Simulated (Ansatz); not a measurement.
Two isomers of C2H7BFGa: A = `B[CH2][Ga]([CH3])[F]`, B = `[BH2][GaH][CH2]CF`.

Isolated molecules relaxed with PBE0-D4/def2-TZVP in Ansatz; ΔE leaves out vibrations. CBS: MP2 limit from def2 TZ/QZ plus the TZ coupled-cluster correction, frozen cores. Functionals use def2-TZVPP. B3LYP here is the variant with VWN-RPA as its local correlation; programs differ in this. For Ga outer-core shells are correlated without core-valence functions, which leaves a few kJ/mol of doubt a bond. Scalar relativity is left out up to krypton. One conformer a species, not always the lowest.

Which is lower in electronic energy at CCSD(T)/CBS, and by how much? (An estimate is asked.)

Computed: A, by 66.3 kcal/mol.

Give E(B) − E(A) in kcal/mol with PBE-D4, CCSD/def2-TZVPP, r2SCAN-D4, B2PLYP, CCSD(T)/def2-TZVPP, MP2/def2-TZVPP, B3LYP. (Estimate.)

The calculation gave: PBE-D4 63.8, CCSD/def2-TZVPP 65.2, r2SCAN-D4 65.8, B2PLYP 67.0, CCSD(T)/def2-TZVPP 65.5, MP2/def2-TZVPP 70.1, B3LYP 65.3. None reverses the order clearly.

Largest T1 diagnostic: 0.013.

In def2-TZVPP, CCSD(T) changes the Hartree–Fock value by +1.6 kcal/mol (the triples alone add +0.4 kcal/mol) and MP2 by +6.1 kcal/mol.
